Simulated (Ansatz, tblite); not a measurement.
Forces on the cluster In4 at its PBE0-D4/def2-SVP geometry. Charge 0, multiplicity 1.

In the def2 sets In takes a core potential; there is no spin–orbit coupling. The xTB rows come from tblite. The restricted singlet is unstable towards broken spin symmetry at other levels; at CAM-B3LYP-D4/def2-TZVP this wasn't settled. The geometry of the singlet was relaxed on an unsound state (restricted singlet, unstable towards broken spin symmetry at other levels and untested here). At PBE0-D4/def2-TZVP a triplet of charge 0 lies 0.32 eV below the restricted singlet, each at its own geometry. The structure comes from a short search, and lower isomers may exist.

GFN1-xTB (tblite), largest force 0.70 eV/Å:

```xyz
4
positions Å, forces eV/Å
In   -0.987    0.157   -1.893    0.321   -0.049    0.616
In    0.987   -0.160    1.893   -0.321    0.053   -0.615
In   -1.900   -0.069    0.985    0.618    0.021   -0.321
In    1.900    0.072   -0.984   -0.618   -0.025    0.320
```

GFN2-xTB (tblite), largest force 0.02 eV/Å:

```
In 0.007 0.000 0.013
In -0.007 0.002 -0.013
In 0.013 0.000 -0.007
In -0.013 -0.001 0.006
```

CAM-B3LYP-D4/def2-TZVP (Ansatz), largest force 0.11 eV/Å:

```
In 0.052 -0.008 0.100
In -0.052 0.009 -0.100
In 0.101 0.003 -0.053
In -0.101 -0.005 0.052
```
